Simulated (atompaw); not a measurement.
iodine (I) PAW (atompaw): all-electron and pseudo phase curves

```json
{"Element": "I (Z = 53)", "Generator": "atompaw 4.2.0.5", "Type": "PAW", "Functional": "PBE", "Relativity": "scalar-relativistic", "Frozen core": "[Kr] 4d10", "Valence charge": "7", "Reference configuration": "5s2 5p5", "Partial waves": "5s (bound): rc 1.70 bohr; 5s channel at -0.55 Ry: rc 1.70 bohr; 5p (bound): rc 1.70 bohr; 5p channel at 0.15 Ry: rc 1.70 bohr; 5d channel at -0.05 Ry: rc 1.50 bohr; 5d channel at 1.15 Ry: rc 1.70 bohr", "Local potential": "troulliermartins scheme with l = 3 at 0 Ry, radius 1.25 bohr", "Core correction": "smooth core density matched at 1.35 bohr", "Augmentation charge": "besselshape compensation charge, radius 1.30 bohr; PAW radius 1.70 bohr; waves and projectors: custom polynom vanderbiltortho"}
```

The phase is arctan(r·u′/u) with u = r·R(r), unwrapped; energies in Ry, scanned from -3 to 5 Ry. A pole is an energy at which the radial function vanishes at the test radius. The pseudo phase is shifted by a multiple of π to meet the all-electron one at the reference energy, and phase errors are pseudo minus all-electron; the curves can meet again beyond the range given. Levels narrower than the energy grid can be missing from the lists of poles.

```json
{"channel": "s", "radius (bohr)": "1.71", "reference energy (Ry)": "-1.28", "poles, all-electron": "none", "poles, pseudo": "4.83", "unbroken range about the reference energy with phases within 0.05 rad": "the whole range", "phase error 1 Ry above the reference energy (rad)": "-0.000"}
{"channel": "p", "radius (bohr)": "1.71", "reference energy (Ry)": "-0.52", "poles, all-electron": "none", "poles, pseudo": "none", "unbroken range about the reference energy with phases within 0.05 rad": "the whole range", "phase error 1 Ry above the reference energy (rad)": "+0.000"}
{"channel": "d", "radius (bohr)": "1.71", "reference energy (Ry)": "-0.05", "poles, all-electron": "none", "poles, pseudo": "4.78", "unbroken range about the reference energy with phases within 0.05 rad": "-2.8 to 2.8", "phase error 1 Ry above the reference energy (rad)": "-0.000"}
```

Note: ghost states, extra bound levels that the all-electron valence spectrum of the same l lacks: s at -283.5 eV, p at -147.1 eV, d at -67.7 eV. A true bound ghost makes a file unfit for plane-wave use.

Phases in the d channel:

| E (Ry) | all-electron | pseudo |
| --- | --- | --- |
| -3.00 | 1.517 | 1.450 |
| -2.76 | 1.473 | 1.431 |
| -2.52 | 1.440 | 1.414 |
| -2.28 | 1.415 | 1.397 |
| -2.04 | 1.393 | 1.381 |
| -1.80 | 1.373 | 1.366 |
| -1.56 | 1.355 | 1.351 |
| -1.32 | 1.338 | 1.335 |
| -1.08 | 1.321 | 1.320 |
| -0.84 | 1.304 | 1.304 |
| -0.60 | 1.287 | 1.287 |
| -0.36 | 1.269 | 1.269 |
| -0.12 | 1.250 | 1.250 |
| 0.12 | 1.230 | 1.230 |
| 0.36 | 1.207 | 1.207 |
| 0.60 | 1.183 | 1.183 |
| 0.84 | 1.156 | 1.156 |
| 1.08 | 1.125 | 1.125 |
| 1.32 | 1.089 | 1.089 |
| 1.56 | 1.049 | 1.048 |
| 1.80 | 1.001 | 1.000 |
| 2.04 | 0.944 | 0.940 |
| 2.28 | 0.875 | 0.866 |
| 2.52 | 0.790 | 0.772 |
| 2.76 | 0.686 | 0.646 |
| 3.00 | 0.557 | 0.472 |
| 3.24 | 0.399 | 0.231 |
| 3.48 | 0.210 | -0.094 |
| 3.72 | -0.003 | -0.474 |
| 3.96 | -0.223 | -0.834 |
| 4.20 | -0.431 | -1.122 |
| 4.44 | -0.613 | -1.339 |
| 4.68 | -0.764 | -1.510 |
| 4.92 | -0.887 | -1.653 |
